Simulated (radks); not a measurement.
Neutral cadmium, configuration [Kr] 4d9 5s1.5 5p1.5 (fractional occupations, a model configuration). Calculated with a radial shooting solver on a logarithmic mesh with Libxc functionals: scalar-relativistic Kohn-Sham, r2SCAN, spin-polarised, spherical densities, finite nucleus; open shells are filled with parallel spins first (spin-orbit coupling, left out, can overturn this in heavy ions); meta-GGA in the generalised Kohn-Sham scheme; Fermi nuclear charge, rms radius 4.6087 fm.

Local quantities along the radius. ELF = 1/(1 + alpha^2) is the electron localisation function; alpha = (tau - tau_W)/tau_unif compares the Pauli kinetic energy density with that of the uniform gas (summed over spins). tau is taken from the large components.

r (bohr)	ELF	alpha
0.002548	0.999	0.02473
0.003426	0.999	0.02729
0.004606	0.999	0.03167
0.006193	0.998	0.03913
0.008326	0.997	0.05238
0.01119	0.994	0.07768
0.01505	0.983	0.1310
0.02023	0.938	0.2564
0.02742	0.748	0.5804
0.03687	0.412	1.195
0.04957	0.324	1.443
0.06664	0.554	0.8975
0.0896	0.752	0.5738
0.1205	0.666	0.7081
0.162	0.337	1.403
0.2178	0.442	1.124
0.2928	0.746	0.5830
0.3936	0.689	0.6725
0.5292	0.205	1.967
0.7115	0.483	1.034
0.9566	0.761	0.5604
1.286	0.591	0.8322
1.729	0.290	1.565
2.325	0.293	1.553
3.126	0.550	0.9042
4.202	0.575	0.8592
5.65	0.287	1.575
7.596	0.045	4.624
10.21	0.002	20.98

On this mesh the ELF has minima near r = 0.050, 0.19, 0.53, 2.0 bohr, which separate the shells, and maxima near 0.090 (0.75), 0.34 (0.77), 0.96 (0.76), 3.6 (0.61).
